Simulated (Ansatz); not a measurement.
Geometry optimisation, RKS B3LYP/def2-SVP in Ansatz.

Input file:

```yaml
crystal:
  periodic: [false, false, false]
  atoms:
    - { symbol: Ge, position_ang: [0.2135, -0.059246, -0.11939] }
    - { symbol: F, position_ang: [0.468359, -0.029853, 1.573688] }
    - { symbol: F, position_ang: [1.807002, 0.134818, -0.791311] }
    - { symbol: H, position_ang: [-0.601643, 1.176649, -0.514303] }
    - { symbol: H, position_ang: [-0.279323, -1.453076, -0.515653] }
    - { symbol: P, position_ang: [-2.944123, 0.248462, 1.313703] }
    - { symbol: H, position_ang: [-2.73003, -0.758032, 0.319302] }
    - { symbol: H, position_ang: [-3.504826, -0.694045, 2.233812] }
    - { symbol: H, position_ang: [-1.633216, 0.122223, 1.852853] }
basis:
  gaussian: { orbitals: def2-SVP }
hamiltonian:
  xc: b3lyp
relax:
  f_tol: 0.03
  max_steps: 50
output:
  orbitals: {}
```

Run as:

```bash
$ ansatz run input.yaml --threads 2 --pin off --max-ram 3072MiB --backend cpu --events-out ev --progress --plain --runs-dir out
```

Q: Where does it end, and by what steps?

A: It converged. The force dipped under the threshold on the way, but the program's further checks kept it going. After 39 steps the energy has fallen by 0.176 eV; H7 moved furthest, 2.27 Å.

| step | energy less start (eV) | largest force component (eV/Å) | accepted |
| --- | --- | --- | --- |
| 0 | 0.0000 | 1.115 | yes |
| 2 | -0.1073 | 0.225 | no |
| 4 | -0.1349 | 0.076 | yes |
| 6 | -0.1488 | 0.034 | yes |
| 8 | -0.1526 | 0.042 | yes |
| 10 | -0.1572 | 0.160 | yes |
| 12 | -0.1610 | 0.133 | yes |
| 14 | -0.1640 | 0.141 | yes |
| 16 | -0.1672 | 0.147 | yes |
| 18 | -0.1698 | 0.058 | yes |
| 20 | -0.1715 | 0.083 | yes |
| 22 | -0.1725 | 0.139 | yes |
| 24 | -0.1737 | 0.020 | yes |
| 26 | -0.1743 | 0.034 | yes |
| 28 | -0.1738 | 0.187 | no |
| 30 | -0.1746 | 0.130 | no |
| 32 | -0.1754 | 0.033 | yes |
| 34 | -0.1756 | 0.051 | yes |
| 36 | -0.1755 | 0.151 | no |
| 38 | -0.1762 | 0.064 | yes |
| 39 | -0.1764 | 0.019 | yes |

```xyz
9
Properties=species:S:1:pos:R:3
Ge 0.955 -0.149 -0.719
F -0.291 0.098 0.471
F 2.434 0.270 0.086
H 0.727 0.860 -1.849
H 0.999 -1.645 -1.044
P -3.577 0.116 2.596
H -4.381 0.326 1.431
H -3.716 -1.306 2.526
H -2.355 0.117 1.855
```

Whether the end is a true minimum wasn't checked by a vibrational analysis.

Run time: 77 s on 2 threads of Arm Neoverse V2 (shared host), peak memory 0.23 GiB.
